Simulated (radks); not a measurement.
The numbers below are computed, except where a source is named.
Spherical jellium clusters: N electrons in a uniform positive sphere of charge N and radius rs N^(1/3), rs = 2.71 bohr. Level of theory: non-relativistic Kohn-Sham, exchange-only LDA, spin-polarised, spherical densities (a radial shooting solver with Libxc functionals). Levels are named by radial order and angular momentum (1s, 1p, 1d, 2s, ...), and open shells are averaged over m.

N = 5, configuration 1s2 1p(up 3, down 0). This is the lowest configuration that the search found. Occupied and some empty levels:

| level | occupation | eigenvalue (eV) | <r> (bohr) |
|---|---|---|---|
| 1s up | 1 | -6.2323 | 3.402 |
| 1s down | 1 | -4.4685 | 3.258 |
| 1p up | 3 | -3.2280 | 4.540 |
| 1p down | 0 | -1.2832 | 4.873 |
| 2s up | 0 | -0.69963 | 7.885 |
| 1d up | 0 | -0.39186 | 6.759 |

Energy (eV): total -1.56238, kinetic 15.986, external -162.19, Hartree 75.609, exchange-correlation -19.050, background 88.081.
